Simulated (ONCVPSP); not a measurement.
# N (Z = 7): excitation energies, all-electron against ONCV

ONCVPSP 4.0.1 input, shortened (lines: element, Z, core and valence counts, functional; n l f; lmax; l rc ep ncon nbas qcut; lloc lpopt rc5 dvloc0; l nproj debl; icmod fcfact rcfact), PBE, scalar-relativistic:

```
  N 7.00    1    2        4      upf
    1    0    2.00
    2    0    2.00
    2    1    2.50
    1
    0    0.80    0.00    5    9    6.50
    1    2.30    0.00    5    9    6.30
    0    5    0.80    0.00
    0    0    1.00
    1    2    0.60
    3    1.75    1.05
```

Energies are relative to the spin-unpolarised reference configuration 2s2 2p2.5; without spin polarisation the order of configurations can differ from experiment.

Q: Give the all-electron excitation energy and the error of the potential for: 2s2 2p3; 2s2 2p2; 2s2 2p1; 2s1 2p3.

A:

```json
{"valence configuration": "2s2 2p3", "charge": "0", "ΔE all-electron (eV)": "-5.093", "error AE − PS (meV)": "+14"}
{"valence configuration": "2s2 2p2", "charge": "+1", "ΔE all-electron (eV)": "8.498", "error AE − PS (meV)": "+29"}
{"valence configuration": "2s2 2p1", "charge": "+2", "ΔE all-electron (eV)": "37.351", "error AE − PS (meV)": "+463"}
{"valence configuration": "2s1 2p3", "charge": "+1", "ΔE all-electron (eV)": "20.279", "error AE − PS (meV)": "-71"}
```

Levels in the configuration 2s2 2p3:

| level | all-electron (eV) | pseudo (eV) |
| --- | --- | --- |
| 2s | -18.583 | -18.573 |
| 2p | -7.090 | -7.132 |
